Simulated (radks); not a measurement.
Species: La XXII. Configuration: [Kr]. All-electron calculation, scalar-relativistic Kohn-Sham, SCAN, spin-polarised, spherical densities, finite nucleus; meta-GGA in the generalised Kohn-Sham scheme; Fermi nuclear charge, rms radius 4.855 fm. Program: a radial shooting solver on a logarithmic mesh with Libxc functionals.

Normalised radial functions P(r) = r R(r), r in bohr:

r,3d
0.001637,0.0000
0.002365,0.0001
0.003417,0.0003
0.004976,0.0009
0.00719,0.0025
0.01039,0.0069
0.01501,0.0186
0.02169,0.0483
0.03158,0.1223
0.04563,0.2832
0.06593,0.5952
0.09526,1.0934
0.1376,1.6786
0.1989,2.0224
0.2896,1.7534
0.4185,0.9834
0.6046,0.3072
0.8736,0.0425
1.262,0.0018
1.838,0.0000

3d: eigenvalue -1385.5 eV, 0 radial nodes, <r> = 0.256 bohr, 90 % of the charge inside 0.399 bohr.

Empty levels of this run are not shown, since the potential may be unsettled where no density lies.
